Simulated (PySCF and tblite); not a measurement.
The numbers below are computed, except where a source is named.
Stationary points of C4H9BO at PBE0-D3(BJ)/def2-SVP, in Å:

Structure A

```
 1 B    -1.434   -0.066   -0.150
 2 C    -0.435   -1.265   -0.119
 3 C     0.952   -0.885    0.400
 4 C     1.322    0.533   -0.013
 5 O     0.447    1.493    0.515
 6 C    -0.876    1.381    0.043
 7 H    -2.606   -0.213   -0.424
 8 H    -0.380   -1.555   -1.192
 9 H    -0.855   -2.159    0.371
10 H     0.966   -0.929    1.502
11 H     1.728   -1.586    0.049
12 H     1.355    0.605   -1.123
13 H     2.325    0.796    0.355
14 H    -1.522    1.973    0.716
15 H    -0.991    1.885   -0.951
```

Structure B

```
 1 B    -1.474   -0.146   -0.211
 2 C    -0.458   -1.250    0.226
 3 C     0.940   -0.785   -0.190
 4 C     1.309    0.556    0.437
 5 O     0.284    1.523    0.475
 6 C    -0.893    1.303   -0.264
 7 H    -2.612   -0.362   -0.567
 8 H    -0.700   -2.256   -0.149
 9 H    -0.520   -1.317    1.333
10 H     1.720   -1.513    0.086
11 H     0.979   -0.710   -1.290
12 H     2.187    0.974   -0.093
13 H     1.623    0.390    1.484
14 H    -1.621    2.059    0.076
15 H    -0.764    1.534   -1.353
```

Level: PBE0/pcSseg-1 + D3(BJ) on PBE0-D3(BJ)/def2-SVP stationary points, with GFN2-xTB thermal terms.

Q: Which structure is a saddle point, and along which motion?

A: B: one imaginary mode (92i cm⁻¹ at GFN2-xTB, mostly on O5, C4, H12), along the inversion of the 6-membered ring (1–2–3–4–5–6).

Q: Give their symmetry and energies above the lowest.

A: A C1, 0.0 kcal/mol; B C1, 5.0 kcal/mol.
